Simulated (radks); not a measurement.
Values are calculated unless marked as measured or tabulated.
Q: Coherent X-ray form factor from a spherical all-electron density. Code: a radial shooting solver on a logarithmic mesh with Libxc functionals. Model: scalar-relativistic Kohn-Sham, PBE, spin-polarised, spherical densities, finite nucleus; Fermi nuclear charge, rms radius of each element as measured or else 0.836 A^(1/3) + 0.57 fm.

| sin(theta)/lambda (1/angstrom) | f0 (electrons) |
|---|---|
| 0.05 | 28.771 |
| 0.1 | 28.113 |
| 0.15 | 27.100 |
| 0.2 | 25.829 |
| 0.25 | 24.398 |
| 0.3 | 22.888 |
| 0.4 | 19.851 |
| 0.5 | 17.012 |
| 0.6 | 14.514 |
| 0.8 | 10.731 |
| 1 | 8.408 |
| 1.25 | 6.821 |
| 1.5 | 5.915 |
| 2 | 4.603 |

The species is in the configuration that NIST lists as its ground one. Which atom or ion scatters so?

A: The arsenic ion As4+, [Ar] 3d10 4s1. Extrapolating in s^2 from the first two rows gives f0(0) = 29.0, near the electron count 29; among species with that count, the fall with angle is slower the higher Z, and the table is that of Z = 33; from so few rows the species is fixed only to a neighbour or two.
